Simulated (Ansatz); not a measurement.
## Nudged elastic band run: AlClF$_{2}$H$_{2}$

Input file:

```yaml
crystal:
  periodic: [false, false, false]
  atoms:
    - { symbol: Al, position_ang: [0.00219, 0.144426, 0.050138] }
    - { symbol: H, position_ang: [-0.004001, 0.758383, 1.494378] }
    - { symbol: F, position_ang: [1.415423, 0.086822, -0.827604] }
    - { symbol: F, position_ang: [-1.418539, 0.009182, -0.806736] }
    - { symbol: Cl, position_ang: [0.076942, -2.35725, 0.903128] }
    - { symbol: H, position_ang: [0.077084, -2.022362, 2.154696] }
basis:
  gaussian: { orbitals: def2-SVP }
hamiltonian:
  xc: b3lyp
  dispersion: d4
neb:
  order_check: false
  images: 8
  f_tol: 0.05
  max_iterations: 60
  climbing: false
  final_atoms:
    - { symbol: Al, position_ang: [0.02361569, -0.67219587, -0.17902045] }
    - { symbol: H, position_ang: [0.00518025, 0.26394192, 1.86572928] }
    - { symbol: F, position_ang: [1.421085, 0.14844968, -0.50464844] }
    - { symbol: F, position_ang: [-1.41873702, 0.07683653, -0.47898775] }
    - { symbol: Cl, position_ang: [0.07962898, -2.71521927, 0.22860493] }
    - { symbol: H, position_ang: [0.0383261, -0.48261199, 2.03632243] }
  initial_path:
    images:
      - { positions_ang: [[0.00219, 0.144426, 0.050138], [-0.004001, 0.758383, 1.494378], [1.415423, 0.086822, -0.827604], [-1.418539, 0.009182, -0.806736], [0.076942, -2.35725, 0.903128], [0.077084, -2.022362, 2.154696]] }
      - { positions_ang: [[0.00097374, 0.11373146, 0.04065149], [-0.00246215, 0.58574027, 1.58835566], [1.4247638, 0.07234832, -0.8308419], [-1.429867, 0.00999997, -0.81252278], [0.08478638, -2.36722335, 0.87435684], [0.07090423, -1.79539568, 2.10800069]] }
      - { positions_ang: [[-0.00024252, 0.08303692, 0.03116498], [-0.0009233, 0.41309754, 1.68233333], [1.4341046, 0.05787464, -0.83407981], [-1.441195, 0.01081795, -0.81830956], [0.09263076, -2.37719669, 0.84558568], [0.06472446, -1.56842935, 2.06130538]] }
      - { positions_ang: [[-0.00145878, 0.05234238, 0.02167847], [0.00061555, 0.24045481, 1.77631099], [1.4434454, 0.04340096, -0.83731771], [-1.452523, 0.01163592, -0.82409634], [0.10047514, -2.38717004, 0.81681452], [0.05854469, -1.34146303, 2.01461007]] }
      - { positions_ang: [[-0.00267504, 0.02164784, 0.01219196], [0.0021544, 0.06781208, 1.87028865], [1.4527862, 0.02892728, -0.84055562], [-1.463851, 0.01245389, -0.82988312], [0.10831952, -2.39714339, 0.78804335], [0.05236492, -1.1144967, 1.96791476]] }
      - { positions_ang: [[-0.00029441, -0.06908792, -0.01327008], [0.00317454, 0.01287418, 1.91154991], [1.45341531, 0.0357748, -0.80467166], [-1.463873, 0.01997106, -0.79346665], [0.10861807, -2.43691775, 0.71309635], [0.04805849, -0.94341337, 1.95476214]] }
      - { positions_ang: [[0.00568312, -0.21986491, -0.05470768], [0.00367597, 0.07564112, 1.90009475], [1.44533273, 0.06394352, -0.72966586], [-1.452589, 0.03418743, -0.71484692], [0.1013708, -2.50649313, 0.59197349], [0.04562539, -0.82821302, 1.97515221]] }
      - { positions_ang: [[0.01166064, -0.3706419, -0.09614527], [0.0041774, 0.13840805, 1.88863959], [1.43725016, 0.09211224, -0.65466005], [-1.44130501, 0.0484038, -0.6362272], [0.09412352, -2.57606851, 0.47085064], [0.04319229, -0.71301268, 1.99554228]] }
      - { positions_ang: [[0.01763817, -0.52141889, -0.13758286], [0.00467882, 0.20117499, 1.87718443], [1.42916758, 0.12028096, -0.57965425], [-1.43002101, 0.06262016, -0.55760747], [0.08687625, -2.64564389, 0.34972779], [0.0407592, -0.59781233, 2.01593236]] }
      - { positions_ang: [[0.02361569, -0.67219587, -0.17902045], [0.00518025, 0.26394192, 1.86572928], [1.421085, 0.14844968, -0.50464844], [-1.41873702, 0.07683653, -0.47898775], [0.07962898, -2.71521927, 0.22860493], [0.0383261, -0.48261199, 2.03632243]] }
```

Run as:

```bash
$ ansatz run input.yaml --threads 1 --pin off --max-ram 2048MiB --backend cpu --events-out ev --progress --plain --runs-dir out
```

Output, in part (warnings, iteration lines, the closing report on the highest movable image, with atoms numbered from 0):

```
NEB end point (image 0): max|allowed force component| = 2.695e-2 eV/Å (the criterion of neb.relax_end_points is 1.000e-2)
NEB end point (image 9): max|allowed force component| = 2.099e-2 eV/Å (the criterion of neb.relax_end_points is 1.000e-2)
NEB iter   1: max|band force component| = 2.969e0 eV/Å  barrier→ = 1.1938 eV  barrier← = 2.2774 eV  Δτ_max = 0.2000 Å  (246 SCF iters)
NEB iter   2: max|band force component| = 1.588e0 eV/Å  barrier→ = 0.4715 eV  barrier← = 1.5551 eV  Δτ_max = 0.2000 Å  (247 SCF iters)
NEB iter   3: max|band force component| = 2.401e0 eV/Å  barrier→ = 0.5617 eV  barrier← = 1.6454 eV  Δτ_max = 0.0964 Å  (219 SCF iters)
NEB iter   4: max|band force component| = 7.778e-1 eV/Å  barrier→ = 0.3317 eV  barrier← = 1.4154 eV  Δτ_max = 0.0447 Å  (219 SCF iters)
NEB iter   5: max|band force component| = 4.945e-1 eV/Å  barrier→ = 0.3125 eV  barrier← = 1.3961 eV  Δτ_max = 0.0266 Å  (224 SCF iters)
NEB iter   6: max|band force component| = 2.248e-1 eV/Å  barrier→ = 0.3026 eV  barrier← = 1.3863 eV  Δτ_max = 0.0199 Å  (212 SCF iters)
NEB iter   7: max|band force component| = 1.184e-1 eV/Å  barrier→ = 0.2976 eV  barrier← = 1.3812 eV  Δτ_max = 0.0205 Å  (195 SCF iters)
NEB iter   8: max|band force component| = 8.944e-2 eV/Å  barrier→ = 0.2940 eV  barrier← = 1.3776 eV  Δτ_max = 0.0159 Å  (205 SCF iters)
NEB iter   9: max|band force component| = 8.784e-2 eV/Å  barrier→ = 0.2929 eV  barrier← = 1.3765 eV  Δτ_max = 0.0718 Å  (202 SCF iters)
NEB iter  10: max|band force component| = 4.839e-1 eV/Å  barrier→ = 0.2809 eV  barrier← = 1.3645 eV  Δτ_max = 0.0367 Å  (213 SCF iters)
NEB iter  11: max|band force component| = 2.331e-1 eV/Å  barrier→ = 0.2879 eV  barrier← = 1.3716 eV  Δτ_max = 0.0369 Å  (219 SCF iters)
NEB iter  12: max|band force component| = 8.636e-2 eV/Å  barrier→ = 0.2923 eV  barrier← = 1.3759 eV  Δτ_max = 0.0072 Å  (200 SCF iters)
NEB iter  13: max|band force component| = 2.706e-2 eV/Å  barrier→ = 0.2922 eV  barrier← = 1.3759 eV  Δτ_max = 0.0000 Å  (372 SCF iters)
Total energy: -24580.55511937 eV, -903.3187393382 hartree
Atom 0 at     0.009933    -0.126880     0.066561 Å, force    -0.002259     0.123179     0.001804 eV/Å
Atom 1 at     0.014660     0.156704     1.668426 Å, force    -0.004077     0.132695    -0.041872 eV/Å
Atom 2 at     1.438238     0.132866    -0.733291 Å, force    -0.005317    -0.011439    -0.020987 eV/Å
Atom 3 at    -1.441955     0.056380    -0.711671 Å, force     0.004913    -0.011066    -0.021065 eV/Å
Atom 4 at     0.076738    -2.387564     0.955530 Å, force     0.000799    -0.021800     0.024737 eV/Å
Atom 5 at     0.051484    -1.212306     1.722446 Å, force     0.005941    -0.211569     0.057382 eV/Å
Dipole moment:     0.009095    -0.213527     0.463203 e Å
```

The forces met the threshold. No image climbed, so the highest image needn't sit at the top of the path. The orbitals stay closed-shell, which can raise the energy where a bond breaks towards radicals; this wasn't checked here.

Final band (atoms are numbered from 1 in the order of the input):

| image | path coordinate (Å) | energy (eV) | Al1–H2 (Å) | Cl5–H6 (Å) | Al1–Cl5 (Å) |
| --- | --- | --- | --- | --- | --- |
| 0 | 0.00 | 0.000 | 1.57 | 1.30 | 2.64 |
| 1 | 0.29 | 0.019 | 1.57 | 1.30 | 2.61 |
| 2 | 0.58 | 0.080 | 1.57 | 1.30 | 2.60 |
| 3 | 0.88 | 0.174 | 1.59 | 1.32 | 2.55 |
| 4 | 1.17 | 0.292 | 1.63 | 1.40 | 2.43 |
| 5 | 1.46 | 0.150 | 1.72 | 1.63 | 2.30 |
| 6 | 1.75 | -0.453 | 1.86 | 1.92 | 2.18 |
| 7 | 2.05 | -0.877 | 2.04 | 2.22 | 2.12 |
| 8 | 2.34 | -1.045 | 2.18 | 2.54 | 2.09 |
| 9 | 2.63 | -1.084 | 2.25 | 2.87 | 2.08 |

Time of the run: 3.4 min on 1 thread of Arm Neoverse V2, with other jobs on the host, peak memory 0.14 GiB.
